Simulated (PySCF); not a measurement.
# First hyperpolarisability: SMILES C#CC([SiH3])=C=C[SiH3], C$_{5}$H$_{8}$Si$_{2}$

Geometry (Å), atoms numbered from 1 in this order:
```xyz
15

C     0.692    0.147    3.353
C     0.175    0.030    2.261
C    -0.507   -0.066    1.014
Si   -2.277    0.594    0.915
C     0.033   -0.594   -0.071
C     0.540   -1.058   -1.181
Si    1.464    0.058   -2.374
H     1.163    0.244    4.313
H    -3.144   -0.145    1.879
H    -2.288    2.044    1.268
H    -2.773    0.398   -0.478
H     0.427   -2.127   -1.407
H     2.901   -0.343   -2.450
H     0.872   -0.067   -3.741
H     1.353    1.466   -1.898
```

Computed, not measured: quadratic response CAM-B3LYP/aug-cc-pVDZ first hyperpolarisability, Taylor convention, gas phase in PySCF. Geometry: PBE0-D3(BJ)/def2-SVP.

Question: What is the first hyperpolarisability, and how does it disperse?

Answer: In au, Taylor convention; the vector part is βᵢ = ⅓ Σⱼ (βᵢⱼⱼ + βⱼᵢⱼ + βⱼⱼᵢ); β∥ is 3/5 of the vector part along the dipole, the dipole points from − to +:
```tsv
process	λ (nm)	β vector norm	β∥	β HRS	depolarisation ratio
static β(0;0,0)	∞	94.7	-18.9	59.1	2.36
second harmonic β(−2ω;ω,ω)	1907	101.5	-22.3	63.4	2.37
Pockels β(−ω;ω,0)	1907	96.8	-20.0	–	–
second harmonic β(−2ω;ω,ω)	1064	121.1	-32.7	75.1	2.40
Pockels β(−ω;ω,0)	1064	102.0	-22.6	–	–
```

Question: Which lowest excitations, dipole and polarisabilities go with it?

Answer: S1 5.16 eV (f = 0.002); S2 5.36 eV (f = 0.000); S3 5.46 eV (f = 0.384); dipole 0.68 D; isotropic α 125.6 au static, 126.2 au at 1907 nm, 127.6 au at 1064 nm, 128.1 au at 953.5 nm, 134.1 au at 532 nm.
